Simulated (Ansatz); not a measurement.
Cost and result up the ladder for GeBr2 (3 atoms). Total charge 0; singlet. Geometry: PBE0-D4/def2-TZVP.

```tsv
atom	x (Å)	y (Å)	z (Å)
Ge1	0.050	-0.472	-0.872
Br2	-1.580	1.005	-0.069
Br3	1.530	-0.532	0.941
```

Ansatz on 4 threads of Intel Xeon on a shared host. Times are rough, and most runs start from the orbitals of an earlier one. HSE06-D4/def2-TZVP serves as the yardstick here, not as an exact answer. Differences are given only for rows in sets of like size (and for xTB, whose basis is part of the method), since another set adds its own error. Binding counts from free atoms at the same level (Ge triplet, Br doublet; other spins of the atoms weren't run), without zero-point energy or a counterpoise term.

The 6-31G sets use Cartesian d functions. LC-ωPBE has ω = 0.4 bohr⁻¹. B3LYP takes the VWN-RPA correlation. HSE06 is defined as in plane-wave codes, on full-range PBE exchange. Correlated methods freeze 27 core orbitals; core or outer-core shells of Ge, Br are correlated, in sets that lack core-valence functions.

Correlated methods converge slowly with the basis.

```json
{"level": "HF/STO-3G", "functions": "54", "wall time": "1.4 s", "binding energy per atom (eV)": "2.25", "difference from HSE06-D4/def2-TZVP (eV)": "–"}
{"level": "PBE-D4/def2-SVP", "functions": "96", "wall time": "2.5 s", "binding energy per atom (eV)": "2.59", "difference from HSE06-D4/def2-TZVP (eV)": "–"}
{"level": "PBE-D4/def2-TZVP", "functions": "144", "wall time": "3 s", "binding energy per atom (eV)": "2.60", "difference from HSE06-D4/def2-TZVP (eV)": "0.10"}
{"level": "revPBE-D4/def2-TZVP", "functions": "144", "wall time": "3.8 s", "binding energy per atom (eV)": "2.49", "difference from HSE06-D4/def2-TZVP (eV)": "0.00"}
{"level": "B3LYP-D4/6-31G", "functions": "87", "wall time": "3.9 s", "binding energy per atom (eV)": "2.16", "difference from HSE06-D4/def2-TZVP (eV)": "–"}
{"level": "PBE0-D4/def2-SVP", "functions": "96", "wall time": "4 s", "binding energy per atom (eV)": "2.47", "difference from HSE06-D4/def2-TZVP (eV)": "–"}
{"level": "PBE-D4/def2-TZVPD", "functions": "168", "wall time": "4.9 s", "binding energy per atom (eV)": "2.60", "difference from HSE06-D4/def2-TZVP (eV)": "0.11"}
{"level": "HSE06-D4/def2-TZVP", "functions": "144", "wall time": "5.5 s", "binding energy per atom (eV)": "2.49", "difference from HSE06-D4/def2-TZVP (eV)": "0.00"}
{"level": "LC-ωPBE/def2-TZVP", "functions": "144", "wall time": "6 s", "binding energy per atom (eV)": "2.30", "difference from HSE06-D4/def2-TZVP (eV)": "-0.20"}
{"level": "r2SCAN-D4/def2-TZVP", "functions": "144", "wall time": "6 s", "binding energy per atom (eV)": "2.53", "difference from HSE06-D4/def2-TZVP (eV)": "0.04"}
{"level": "RPA@PBE/def2-TZVP", "functions": "144", "wall time": "7 s", "binding energy per atom (eV)": "2.10", "difference from HSE06-D4/def2-TZVP (eV)": "-0.39"}
{"level": "r2SCAN-D4/def2-TZVPD", "functions": "168", "wall time": "8 s", "binding energy per atom (eV)": "2.54", "difference from HSE06-D4/def2-TZVP (eV)": "0.04"}
{"level": "PBE-QIDH/def2-TZVP", "functions": "144", "wall time": "9.1 s", "binding energy per atom (eV)": "2.45", "difference from HSE06-D4/def2-TZVP (eV)": "-0.05"}
{"level": "CCSD(T)/def2-TZVPP", "functions": "144", "wall time": "27 s", "binding energy per atom (eV)": "2.36", "difference from HSE06-D4/def2-TZVP (eV)": "-0.13"}
```
